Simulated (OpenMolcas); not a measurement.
**N⁺: from CASSCF to CASPT2**

```
Program             : OpenMolcas
Basis               : ANO-RCC-VDZP [3s2p1d]
Scalar Hamiltonian  : DKH2, point nucleus
Active space        : 2 electrons in 3 orbitals (2p)
State averaging     : 2S+1 = 3 even, 3 roots; 2S+1 = 1 even, 6 roots
Spin-orbit coupling : RASSI with atomic mean-field integrals over the reference wave functions, term energies averaged over their components
```

Methods on the same reference wave functions:
A. CASSCF
B. SS-CASPT2, IPEA 0.25 Eh, imaginary shift 0.1 Eh (closed shells correlated: 1s 2s)

Energies in eV above 2s² 2p² ³P₀, the measured ground level; measured values from NIST Handbook of Basic Atomic Spectroscopic Data.

```json
{"Level": "2s² 2p² ³P₀", "A": "0.0000", "B": "0.0000", "Measured": "0.0000"}
{"Level": "2s² 2p² ³P₁", "A": "0.0060", "B": "0.0060", "Measured": "0.0060"}
{"Level": "2s² 2p² ³P₂", "A": "0.0179", "B": "0.0179", "Measured": "0.0162"}
{"Level": "2s² 2p² ¹D₂", "A": "2.1985", "B": "2.069", "Measured": "1.8990"}
{"Level": "2s² 2p² ¹S₀", "A": "5.4201", "B": "4.575", "Measured": "4.0529"}
```

Deviations, from unrounded energies. A percentage is the sum of absolute deviations over the sum of measured energies, with the sign that they share, or ± where signs differ.

```csv
Against measurement,Levels,A,B
mean absolute deviation (cm-1),4,3400,1400
fine structure of the ground term (%),2,±7.6,±7.6
other terms of the ground configuration (%),2,+28.0,+11.6
```

B lies closest to measurement on these levels. The largest miss of B in the table is 2s² 2p² ¹S₀, by +4200 cm-1. The ranking rests on the paired levels alone, and a cruder setting can come out closer through cancelling errors.

From A to B the spin-free energies of the other terms of 2s² 2p² shown, above ³P, scale by factors of 0.84 to 0.94.

The lowest spin-free term lies below A's lowest term by 0.065 hartree in B.

CASPT2 does not keep the components of a term degenerate, so their means are used; among the terms shown or strongly mixed into the levels shown the widest spread is 83 cm-1 (2s² 2p² ¹D, B). With the s shell closed, the reference lacks s² → p² mixing. Without dynamic correlation excited terms often stand tens of per cent too high (terms of higher spin than the ground term too low), and those without a measured partner can miss by more than the paired ones (holds for A). Computed and measured levels are paired by configuration, term and J; levels that our copy of the source lacks, or whose pairing is in doubt (as where it misses far off the trend of its configuration), stay unpaired and out of the deviations. Only configurations of the active space appear.
